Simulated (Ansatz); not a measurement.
`CC[Si]Cl` + H–F → `F[Si]Cl` + `CC` at 500 K and 1 bar (ligand exchange at the Si–C bond).

Calculated with Ansatz (gas phase, PBE0-D4/def2-TZVP geometries, no zero-point term in ΔE). CCSD(T)/CBS is the MP2 limit (def2-TZVPP, def2-QZVPP) plus CCSD(T) − MP2 in def2-TZVPP, frozen cores. This one scheme is used for every species. One conformer a species, not always the lowest.

| species | CCSD(T)/CBS energy (Eh) | H − E (kJ/mol) | S (J/(mol·K)) |
| --- | --- | --- | --- |
| `CC[Si]Cl` | -827.97738 | 211.5 | 387.1 |
| H–F | -100.39570 | 39.4 | 188.7 |
| `F[Si]Cl` | -848.72390 | 32.0 | 301.6 |
| `CC` | -79.71954 | 220.5 | 259.9 |

H − E and S are ideal-gas, rigid-rotor, harmonic terms from PBE0-D4/def2-TZVP, for one conformer and one mirror image of each species. 1 Eh = 2625.50 kJ/mol, R = 8.31446 J/(mol·K).

Task: By hand: ΔE, ΔH, ΔS and ΔG.

Result: ΔE = (-848.72390) + (-79.71954) − (-827.97738) − (-100.39570) = -0.07036 Eh = -184.7 kJ/mol. Δ(H − E) = 32.0 + 220.5 − 211.5 − 39.4 = 1.6, so ΔH = -183.1 kJ/mol. ΔS = 301.6 + 259.9 − 387.1 − 188.7 = -14.3 J/(mol·K). ΔG = -183.1 − 500 × (-14.3)/1000 = -175.9 kJ/mol.

Task: By hand: the equilibrium constant, and the temperature at which ΔG would vanish if ΔH and ΔS stayed fixed.

Result: log₁₀ K = −ΔG/(RT ln 10) = 18.4. ΔG = 0 at ΔH/ΔS = 12804 K, far beyond where these terms or the molecules hold.

The number of gas molecules stays the same, so ΔS is small and ΔH decides. A doubt of 5 kJ/mol in ΔE shifts log₁₀ K by 0.5 here. Other conformers and mirror images would add mixing entropy, several J/(mol·K) or more a flexible species. Modes under 60 cm⁻¹, often nearly free rotors, make the harmonic entropy too high. These are equilibria of isolated gas molecules and say nothing of rates. Largest T1 diagnostic: 0.014 (customary marks: 0.02 for closed shells, 0.045 for open ones).
